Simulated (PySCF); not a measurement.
C3H6O3, charge -1, doublet, geometry from GFN2-xTB (a state made from the parent by changing its charge; the spin is typed, not shown lowest) (in this run its highest filled SCF level lies above zero, so its values depend strongly on the basis, on diffuse functions most of all); PySCF with DF-CCSD/STO-3G.

Input for PySCF:
```python
from pyscf import gto, scf, cc

mol = gto.M(
    atom='''
C     1.86908909   -0.27599836   -0.68761294
O     1.07798847   -0.60316654    0.41237537
C    -0.01183540    0.34650925    0.70298535
O     0.06024219    1.51643286    0.21198255
O    -1.24530684   -0.38149268    0.62135395
C    -1.78788964   -0.45297271   -0.67634249
H     1.71721028    0.78373111   -0.93425118
H     2.92678385   -0.44249221   -0.44191098
H     1.61292623   -0.88849507   -1.57068801
H    -2.83692428   -0.75904479   -0.59427720
H    -1.24878568   -1.18391595   -1.29919161
H    -1.73078510    0.53079867   -1.15955538
''',
    basis='sto-3g',
    charge=-1,
    spin=1,
    verbose=4,
)

mf = scf.UHF(mol)
mf = mf.density_fit(auxbasis='def2-universal-jkfit')
mf.kernel()

mycc = cc.CCSD(mf)
mycc.kernel()
print('E(CCSD) = %.10f' % mycc.e_tot)
mf.analyze()
```

**Question.** What does PySCF print? Leave out banner, timings and long lists.

**Answer.** 
```
PySCF version 2.14.0

[INPUT] verbose = 4
[INPUT] num. atoms = 12
[INPUT] num. electrons = 49
[INPUT] charge = -1
[INPUT] spin (= nelec alpha-beta = 2S) = 1
[INPUT] symmetry False subgroup None
[INPUT] Mole.unit = angstrom
[INPUT] Symbol           X                Y                Z      unit          X                Y                Z       unit  Magmom
[...]
nuclear repulsion = 249.456317161241
number of shells = 24
number of NR pGTOs = 108
number of NR cGTOs = 36
basis = sto-3g
ecp = {}

******** <class 'pyscf.df.df_jk.DFUHF'> ********
method = DFUHF
initial guess = minao
damping factor = 0
level_shift factor = 0
DIIS = <class 'pyscf.scf.diis.CDIIS'>
diis_start_cycle = 1
diis_space = 8
diis_damp = 0
SCF conv_tol = 1e-09
SCF conv_tol_grad = None
SCF max_cycles = 50
direct_scf = False
number electrons alpha = 25  beta = 24
Set gradient conv threshold to 3.16228e-05
******** <class 'pyscf.df.df.DF'> ********
auxbasis = def2-universal-jkfit
init E= -337.970272997596

cycle= 1 E= -336.807298601487  delta_E= 1.16  |g|= 0.511  |ddm|= 3.18
cycle= 2 E= -336.996527624565  delta_E= -0.189  |g|= 0.178  |ddm|= 0.89
cycle= 3 E= -337.016995401649  delta_E= -0.0205  |g|= 0.0485  |ddm|= 0.252
cycle= 4 E= -337.020731160019  delta_E= -0.00374  |g|= 0.0258  |ddm|= 0.121
cycle= 5 E= -337.021963856308  delta_E= -0.00123  |g|= 0.016  |ddm|= 0.0648
cycle= 6 E= -337.023080258757  delta_E= -0.00112  |g|= 0.0101  |ddm|= 0.0849
cycle= 7 E= -337.023623346992  delta_E= -0.000543  |g|= 0.00424  |ddm|= 0.0803
cycle= 8 E= -337.023699128581  delta_E= -7.58e-05  |g|= 0.00177  |ddm|= 0.0295
cycle= 9 E= -337.023710140154  delta_E= -1.1e-05  |g|= 0.000719  |ddm|= 0.0105
cycle= 10 E= -337.02371176614  delta_E= -1.63e-06  |g|= 0.000268  |ddm|= 0.00381
cycle= 11 E= -337.023711973762  delta_E= -2.08e-07  |g|= 8.86e-05  |ddm|= 0.00148
cycle= 12 E= -337.02371199107  delta_E= -1.73e-08  |g|= 3.24e-05  |ddm|= 0.000368
cycle= 13 E= -337.023711993453  delta_E= -2.38e-09  |g|= 1.43e-05  |ddm|= 0.000175
cycle= 14 E= -337.023711993918  delta_E= -4.65e-10  |g|= 5.42e-06  |ddm|= 6.24e-05
Extra cycle  E= -337.023711993958  delta_E= -4.05e-11  |g|= 3.51e-06  |ddm|= 9.75e-06
converged SCF energy = -337.023711993958  <S^2> = 0.76127363  2S+1 = 2.011242

******** <class 'pyscf.cc.dfuccsd.UCCSD'> ********
CC2 = 0
CCSD nocc = (np.int64(25), np.int64(24)), nmo = (36, 36)
max_cycle = 50
direct = 0
conv_tol = 1e-07
conv_tol_normt = 1e-06
diis_space = 6
diis_start_cycle = 0
diis_start_energy_diff = 1e+09
Init t2, MP2 energy = -0.250885318212418
Init E_corr(UCCSD) = -0.250885318223781
cycle = 1  E_corr(UCCSD) = -0.293300387035584  dE = -0.0424150688  norm(t1,t2) = 0.10219
cycle = 2  E_corr(UCCSD) = -0.30996344567187  dE = -0.0166630586  norm(t1,t2) = 0.0361533
cycle = 3  E_corr(UCCSD) = -0.317009314020241  dE = -0.00704586835  norm(t1,t2) = 0.0195618
cycle = 4  E_corr(UCCSD) = -0.319303907151474  dE = -0.00229459313  norm(t1,t2) = 0.00733205
cycle = 5  E_corr(UCCSD) = -0.318963009748798  dE = 0.000340897403  norm(t1,t2) = 0.00371843
cycle = 6  E_corr(UCCSD) = -0.318966836109159  dE = -3.82636036e-06  norm(t1,t2) = 0.00111165
cycle = 7  E_corr(UCCSD) = -0.318981718688116  dE = -1.4882579e-05  norm(t1,t2) = 0.000470764
cycle = 8  E_corr(UCCSD) = -0.318982009189342  dE = -2.90501226e-07  norm(t1,t2) = 0.000161394
cycle = 9  E_corr(UCCSD) = -0.318982392266132  dE = -3.83076791e-07  norm(t1,t2) = 7.05543e-05
cycle = 10  E_corr(UCCSD) = -0.318983166611889  dE = -7.74345757e-07  norm(t1,t2) = 3.0218e-05
cycle = 11  E_corr(UCCSD) = -0.318983062852898  dE = 1.03758992e-07  norm(t1,t2) = 1.11532e-05
cycle = 12  E_corr(UCCSD) = -0.318982854554967  dE = 2.0829793e-07  norm(t1,t2) = 4.85288e-06
cycle = 13  E_corr(UCCSD) = -0.318982598344804  dE = 2.56210163e-07  norm(t1,t2) = 2.45064e-06
cycle = 14  E_corr(UCCSD) = -0.318982486565194  dE = 1.1177961e-07  norm(t1,t2) = 1.19537e-06
cycle = 15  E_corr(UCCSD) = -0.318982475565331  dE = 1.09998635e-08  norm(t1,t2) = 5.21838e-07
UCCSD converged
E(UCCSD) = -337.3426944695236  E_corr = -0.3189824755653307
E(CCSD) = -337.3426944695
**** SCF Summaries ****
Total Energy =                        -337.023711993958216
Nuclear Repulsion Energy =             249.456317161240747
One-electron Energy =                 -973.754126301146243
Two-electron Energy =                  387.274097145947280
Two-electron Coulomb Energy =          430.515527057118618
DFT Exchange-Correlation Energy =      -43.241429911171338
**** MO energy ****
                             alpha | beta                alpha | beta
[...]
To work with the spin densities directly, `use mulliken_meta_spin()` only printing them here.

 ** Mulliken spin pop alpha/beta on meta-lowdin orthogonal AOs **
 ** Mulliken Spin Density (per AO)  **
spin_pop of  0 C 1s       -0.00000
spin_pop of  0 C 2s        0.00408
spin_pop of  0 C 2px       0.00740
spin_pop of  0 C 2py       0.00608
spin_pop of  0 C 2pz       0.01130
spin_pop of  1 O 1s        0.00000
spin_pop of  1 O 2s        0.01188
spin_pop of  1 O 2px      -0.01321
spin_pop of  1 O 2py       0.01416
spin_pop of  1 O 2pz      -0.00758
spin_pop of  2 C 1s       -0.00000
spin_pop of  2 C 2s        0.11288
spin_pop of  2 C 2px       0.00540
spin_pop of  2 C 2py      -0.01456
spin_pop of  2 C 2pz       0.34821
spin_pop of  3 O 1s       -0.00000
spin_pop of  3 O 2s        0.01096
spin_pop of  3 O 2px       0.00697
spin_pop of  3 O 2py       0.01773
spin_pop of  3 O 2pz       0.44729
spin_pop of  4 O 1s        0.00000
spin_pop of  4 O 2s        0.01602
spin_pop of  4 O 2px      -0.00746
spin_pop of  4 O 2py       0.00053
spin_pop of  4 O 2pz      -0.01661
spin_pop of  5 C 1s       -0.00000
spin_pop of  5 C 2s        0.00808
spin_pop of  5 C 2px       0.00625
spin_pop of  5 C 2py       0.00340
spin_pop of  5 C 2pz       0.03128
spin_pop of  6 H 1s       -0.00076
spin_pop of  7 H 1s       -0.00228
spin_pop of  8 H 1s       -0.00010
spin_pop of  9 H 1s       -0.00093
spin_pop of  10 H 1s       -0.00335
spin_pop of  11 H 1s       -0.00305
 ** Mulliken Spin Density (per atom)  **
spin density of  0 C =      0.02886
spin density of  1 O =      0.00525
spin density of  2 C =      0.45192
spin density of  3 O =      0.48295
spin density of  4 O =     -0.00752
spin density of  5 C =      0.04901
spin density of  6 H =     -0.00076
spin density of  7 H =     -0.00228
spin density of  8 H =     -0.00010
spin density of  9 H =     -0.00093
spin density of  10 H =     -0.00335
spin density of  11 H =     -0.00305
 ** Mulliken pop alpha/beta on meta-lowdin orthogonal AOs **
 ** Mulliken pop       alpha | beta **
[...]
In total            25.00000 | 24.00000
 ** Mulliken atomic charges   ( Nelec_alpha | Nelec_beta ) **
charge of  0C =     -0.02075  (     3.02481      2.99595 )
charge of  1O =     -0.27351  (     4.13938      4.13413 )
charge of  2C =     -0.02238  (     3.23715      2.78523 )
charge of  3O =     -0.41313  (     4.44804      3.96509 )
charge of  4O =     -0.24804  (     4.12026      4.12778 )
charge of  5C =     -0.01862  (     3.03382      2.98481 )
charge of  6H =      0.02644  (     0.48640      0.48716 )
charge of  7H =     -0.01240  (     0.50506      0.50734 )
charge of  8H =     -0.01818  (     0.50904      0.50914 )
charge of  9H =     -0.00581  (     0.50244      0.50337 )
charge of  10H =     -0.00544  (     0.50105      0.50439 )
charge of  11H =      0.01183  (     0.49256      0.49561 )

WARN: System has nonzero charge -1; the dipole moment is origin-dependent.
Location of origin: [0. 0. 0.]

Dipole moment(X, Y, Z, Debye): -0.10064, -1.58650, -2.94185
```
